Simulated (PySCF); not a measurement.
**Stretching RbTl**

Set-up: basis Rb def2-SVPD with ECP28, Tl def2-SVPD with ECP60; scalar-relativistic core potentials; PySCF 2.14. Energies in eV from Rb + Tl in their ground configurations at the same level. State: ¹Σ⁺ (singlet), closed shell.

All columns are PBE0. A positive dipole means Rb(−)Tl(+).

```
R (Å)  E (eV)  μ (D)  Mulliken charge on Rb (basis-dependent)  HOMO (eV)  LUMO (eV)  Mayer bond order  ⟨S²⟩
3.390  -0.261  -2.92                                     0.13      -2.93      -1.59              1.03  0.00
3.548  -0.377  -3.05                                     0.12      -2.92      -1.53              1.02  0.00
3.705  -0.442  -3.12                                     0.11      -2.91      -1.48              1.02  0.00
3.824  -0.465  -3.15                                     0.10      -2.90      -1.46              1.02  0.00
3.942  -0.471  -3.17                                     0.08      -2.88      -1.44              1.01  0.00
4.060  -0.465  -3.17                                     0.07      -2.87      -1.42              1.01  0.00
4.218  -0.441  -3.16                                     0.05      -2.85      -1.41              1.01  0.00
4.415  -0.395  -3.13                                     0.02      -2.82      -1.41              1.01  0.00
4.652  -0.323  -3.08                                     0.00      -2.79      -1.41              1.01  0.00
4.967  -0.214  -2.99                                    -0.03      -2.75      -1.43              1.01  0.00
```

A fit through these points gives, at Re = 3.938 Å, μ = -3.17 D and dμ/dR = -0.0727 D/Å; the reduced mass is 60.04 u.

How strong is the fundamental in the double-harmonic approximation, I = 42.26·(dμ/dR)²/μred km/mol?

I = 42.26·(-0.0727)²/60.04 = 0.00372 km/mol at PBE0.

Closed-shell solutions of metal pairs were not tested for spin polarisation, which can lower them a little. Spin–orbit coupling is left out, which matters for elements this heavy, above all for dissociation energies.
